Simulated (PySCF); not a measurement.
Input of a driver script around PySCF for `F[SiH2]C[SiH3]`, coordinates in Å (PBE0-D3(BJ)/def2-SVP geometry):
```
{"job": {"kind": "eom", "basis": "aug-cc-pVDZ", "nee": 0}, "charge": 0, "multiplicity": 1}
F      1.596837     1.678374    -0.209423
Si     1.635914     0.081117     0.107993
C      0.077294    -0.700093    -0.546140
Si    -1.538836     0.012951     0.113948
H      2.847810    -0.478130    -0.556786
H      1.734823    -0.082204     1.586509
H      0.077207    -0.626139    -1.647294
H      0.113034    -1.776666    -0.299191
H     -1.583591    -0.129614     1.601747
H     -2.704389    -0.718145    -0.471097
H     -1.654469     1.459867    -0.232997
```

Problem. What does the run print?

Solution. 
```
E(HF) = -719.3259578379
E(MP2) = -719.8978184240
E(CCSD) = -719.9536466155
T1 diagnostic = 0.0120

EOM-IP-CCSD (eV)   Koopmans (eV)
  11.1462      11.9894
  11.7408      12.5323
  12.2146      12.8869
  12.4231      13.1996
  13.1027      14.1342
  14.5499      15.7349
  15.1999      16.8656
  15.5802      17.8563
```

Method: CCSD and EOM-CCSD/aug-cc-pVDZ in PySCF, restricted Hartree–Fock reference, frozen core, non-relativistic, gas phase, PBE0-D3(BJ)/def2-SVP geometry. Each EOM-IP line stands beside −ε of the orbital with the largest one-hole amplitude.

Problem. What correlation energies follow, and how does the T1 diagnostic stand?

Solution. MP2 -0.57186 Eh, CCSD -0.62769 Eh; CCSD lies 55.8 mEh below MP2. T1 = 0.0120, below the customary warning level of 0.02.

Problem. Which orbital leads each EOM-IP root, and how large is the one-hole share of its vector?

Solution. 11.15 eV: HOMO, one-hole share 0.95; 11.74 eV: HOMO-1, one-hole share 0.95; 12.21 eV: HOMO-2, one-hole share 0.95; 12.42 eV: HOMO-3, one-hole share 0.95; 13.10 eV: HOMO-4, one-hole share 0.94; 14.55 eV: HOMO-5, one-hole share 0.95; 15.20 eV: HOMO-6, one-hole share 0.94; 15.58 eV: HOMO-7, one-hole share 0.94.

Time: 4.4 min of wall time; peak memory 2.9 GiB. Hardware: one thread of an Arm Neoverse V2, no GPU, shared host with 96 logical CPUs at a one-minute load of 55.

Conformer computed: `[F:1][SiH2:2][CH2:3][SiH3:4]`: F1–Si2–C3–Si4 -57°.
